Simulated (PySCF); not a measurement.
C₄H₇PSi.
Numbering: `[SiH3:1][c:2]1[cH:3][cH:4][pH:5][cH:6]1` (hydrogens: H7, H8, H9 on Si1; H10 on C3; H11 on C4; H12 on P5; H13 on C6)

Level of theory: CAM-B3LYP/def2-SV(P) geometry optimisation, gas phase in PySCF 2.14.0.

Task: Give the optimised bond lengths and angles.

Result: 
```
                  bond  length (Å)     order
                Si1–C2       1.873    single
                 C2–C3       1.469  aromatic
                 C3–C4       1.351  aromatic
                 C4–P5       1.808  aromatic
                 P5–C6       1.811  aromatic
                 C2–C6       1.358  aromatic
Si1–H7, Si1–H8, Si1–H9       1.494    single
                C3–H10       1.095    single
                C4–H11       1.092    single
                P5–H12       1.427    single
                C6–H13       1.093    single
```

Bonds in one row agree within 0.01 Å and their mean is given. Orders are formal, as drawn. A selection of angles:
```
    angle  degrees
C2–Si1–H7    109.0
C2–Si1–H8    111.1
H7–Si1–H8    109.1
H8–Si1–H9    107.6
Si1–C2–C3    124.2
Si1–C2–C6    123.6
 C3–C2–C6    112.3
 C2–C3–C4    115.0
C2–C3–H10    121.8
C4–C3–H10    123.1
 C3–C4–P5    110.3
C3–C4–H11    124.6
P5–C4–H11    124.7
 C4–P5–C6     89.9
C4–P5–H12    101.3
C6–P5–H12    100.5
P5–C6–H13    123.6
 C2–C6–P5    111.5
C2–C6–H13    124.5
```

The 5-membered ring C2–C3–C4–P5–C6 has internal angles of 89.9° to 115.0° (sum 539°, against 540° for a flat polygon); it is slightly puckered (a soft mode that the optimisation may not have finished), 0.05 Å rms from its mean plane, widest ring torsion 9°. P5 (ring phosphorus) is pyramidal (angles 101.3°, 100.5° and 89.9°, sum 291.7°, 0.82 Å off the plane of its three neighbours). Si1 (SiH3 silicon) is tetrahedral (angles from 107.6° to 111.1°). The 3 C–C bonds span 1.351 Å (C3–C4, drawn aromatic) to 1.469 Å (C2–C3, drawn aromatic), a spread of 0.118 Å.

Stationary, but not proved a minimum.

Time: 51 s of wall time; peak memory 0.53 GiB. Hardware: one thread of an Arm Neoverse N1 (shared host). That covers the optimisation of the geometry.
